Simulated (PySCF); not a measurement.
A structure optimised at B3LYP-D3(BJ)/def2-SVP, used in a PySCF frequency run:

```xyz
12

C      0.3723     2.2874     0.0000
C     -0.2163     0.9176     0.0000
F     -1.5608     0.9483     0.0000
C      0.4198    -0.2638     0.0000
C      1.8975    -0.4967     0.0000
Cl    -0.5391    -1.7322     0.0000
H      0.0268     2.8440     0.8872
H      0.0268     2.8440    -0.8872
H      1.4681     2.2731     0.0000
H      2.1941    -1.0802     0.8869
H      2.4624     0.4448     0.0000
H      2.1941    -1.0802    -0.8869
```
Charge 0, spin multiplicity 1.

Task: Write its SMILES, formula and point group.

Result: C/C(F)=C(\C)Cl, C4H6ClF, Cs

Task: What are its rotational constants (standard atomic weights)?

Result: 4.0660, 2.2272, 1.4655 GHz
